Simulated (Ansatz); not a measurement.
Breaking a bond: SiH (cation, charge +1), singlet.

Method: full CI/cc-pVTZ, frozen core (Ansatz, a first-principles code).

Task: Relative to R = 1.52 Å, what are the energies at R = 1.31, 1.38, 1.77, 2.06 Å?

Result: 44.1 kJ/mol at 1.31 Å, 16.7 kJ/mol at 1.38 Å, 37.0 kJ/mol at 1.77 Å, 115.1 kJ/mol at 2.06 Å.
